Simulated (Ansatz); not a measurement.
A calculation with Ansatz (development build ahead of 0.2.0).

```yaml
crystal:
  periodic: [false, false, false]
  atoms:
    - { symbol: Be, position_ang: [0.0, 0.0, 0.0] }
    - { symbol: H, position_ang: [1.65963, 0.0, 1.39259] }
    - { symbol: H, position_ang: [-1.65963, 0.0, 1.39259] }
basis:
  gaussian: { orbitals: "6-31G" }
magnetization:
  initial_magnetization: 2
hamiltonian:
  xc: hf
correlation:
  method: fci
  frozen_orbitals: { Be: 0, H: 0 }
```

The input is written out in the form of the current development build from the run's settings.

Output:

- Converged: yes
- Total energy: -15.62212 hartree
- State: lowest triplet root, of any spatial symmetry
